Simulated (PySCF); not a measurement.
Electron correlation in La³⁺ (lanthanum, charge +3)

[Xe], closed-shell 1S. All numbers are calculated (PySCF 2.14, scalar relativity by spin-free X2C-1e, in x2c-TZVPPall with one added diffuse shell each of s, p, d type (12s8p8d3f1g, 106 functions)). Frozen: [Kr] 4d10; 8 electrons correlated.

```csv
level,correlation energy (mhartree)
CCSD,-154.89
(T),-3.48
CCSD(T),-158.37
```

Diagnostics: T1 = 0.0016, D1 = 0.0024, largest double amplitude 0.034.

Cost of the coupled-cluster step: of the order of 2.8 core-seconds, for 8 correlated electrons.
